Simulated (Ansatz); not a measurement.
CH$_{8}$FNO$_{2}$Si$_{2}$, SMILES `C[SiH](F)N[SiH](O)O` at its PBE0-D4/def2-TZVP geometry, where that method's forces vanish. Charge 0, multiplicity 1.

```tsv
atom	x (Å)	y (Å)	z (Å)
C1	1.377	0.765	2.229
Si2	0.639	-0.493	1.088
F3	1.790	-1.564	0.751
N4	0.063	0.245	-0.346
Si5	-1.187	-0.268	-1.397
O6	-0.676	-0.734	-2.888
O7	-2.175	1.002	-1.687
H8	0.621	1.484	2.551
H9	2.185	1.314	1.736
H10	1.795	0.284	3.116
H11	-0.466	-1.272	1.689
H12	0.564	1.072	-0.648
H13	-1.868	-1.387	-0.707
H14	-0.068	-1.472	-2.938
H15	-2.593	1.022	-2.549
```

Task: For each bond, give half the difference of the two atoms' forces along it (eV/Å; positive pushes the atoms apart) under PBE-D4, r2SCAN-D4, B3LYP-D4, ωB97M-V in def2-TZVPP. (An estimate is asked.)

Result: Ansatz gave: 
| bond | length (Å) | PBE-D4 | r2SCAN-D4 | B3LYP-D4 | ωB97M-V |
| --- | --- | --- | --- | --- | --- |
| C1–Si2 | 1.851 | -0.09 | -0.03 | 0.05 | 0.01 |
| C1–H8 | 1.092 | 0.10 | -0.01 | -0.05 | -0.04 |
| C1–H9 | 1.093 | 0.11 | 0.01 | -0.04 | -0.04 |
| C1–H10 | 1.092 | 0.11 | -0.01 | -0.05 | -0.05 |
| Si2–F3 | 1.608 | 0.47 | 0.04 | 0.18 | 0.15 |
| Si2–N4 | 1.713 | 0.03 | 0.01 | 0.04 | 0.04 |
| Si2–H11 | 1.480 | -0.01 | -0.04 | -0.15 | -0.18 |
| N4–Si5 | 1.712 | -0.01 | 0.00 | 0.03 | 0.01 |
| N4–H12 | 1.013 | 0.17 | 0.03 | -0.04 | -0.03 |
| Si5–O6 | 1.644 | 0.24 | 0.04 | 0.12 | 0.12 |
| Si5–O7 | 1.635 | 0.29 | 0.05 | 0.11 | 0.12 |
| Si5–H13 | 1.481 | -0.08 | -0.05 | -0.16 | -0.21 |
| O6–H14 | 0.958 | 0.32 | 0.02 | -0.03 | -0.06 |
| O7–H15 | 0.959 | 0.32 | 0.00 | -0.02 | -0.07 |

B3LYP here is the variant with VWN-RPA as its local correlation; programs differ in this.
